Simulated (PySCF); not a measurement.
**Potential energy of MoO⁺ along the bond**

Set-up: Mo def2-TZVPPD with ECP28, O def2-TZVPPD; scalar-relativistic core potentials (PySCF 2.14). Energies in eV from Mo⁺ (4d5) + O in their ground configurations at the same level. State: ⁴Σ⁻ (quartet), unpaired electrons σ ↑, δ ↑↑.

All columns are BLYP. A positive dipole points towards O; it is taken about the centre of mass and depends on that origin.

```
R (Å)  E (eV)  μ (D)  Mulliken charge on Mo (basis-dependent)  HOMO (eV)  LUMO (eV)  Mayer bond order  ⟨S²⟩
1.390  -3.376  -1.68                                     1.31     -11.27     -10.85              2.49  3.76
1.454  -4.802  -2.14                                     1.31     -11.42     -10.88              2.52  3.76
1.519  -5.649  -2.56                                     1.29     -11.56     -10.90              2.54  3.76
1.567  -5.996  -2.85                                     1.28     -11.65     -10.90              2.55  3.77
1.616  -6.154  -3.12                                     1.26     -11.73     -10.97              2.55  3.77
1.665  -6.164  -3.36                                     1.25     -11.81     -11.15              2.54  3.78
1.729  -6.008  -3.65                                     1.24     -11.90     -11.34              2.52  3.79
1.810  -5.630  -3.94                                     1.22     -12.00     -11.52              2.47  3.83
1.907  -5.034  -4.17                                     1.21     -12.08     -11.65              2.37  3.94
2.036  -4.189  -4.26                                     1.19     -12.13     -11.69              2.14  4.21
```

A fit through these points gives, at Re = 1.644 Å, μ = -3.26 D and dμ/dR = -5.00 D/Å; the reduced mass is 13.75 u.

**Question.** How strong is the fundamental in the double-harmonic approximation, I = 42.26·(dμ/dR)²/μred km/mol?

**Answer.** I = 42.26·(-5.00)²/13.75 = 76.8 km/mol at BLYP.

The metal atom is held in its measured ground configuration; semilocal functionals can put another filling of s and d lower by some tenths of an eV, and De to that atom would be smaller. ⟨S²⟩ of the unrestricted solution departs from its pure value on part of the curve, where spin states mix. These are scalar-relativistic numbers at best; spin–orbit coupling would shift them, the dissociation energy most. For an ion De counts to the pair picked by the measured ionisation energies or electron affinities, which need not be the lowest pair at this level. With d or f electrons several states lie close, and the lowest PBE0 determinant need not be the measured ground state.
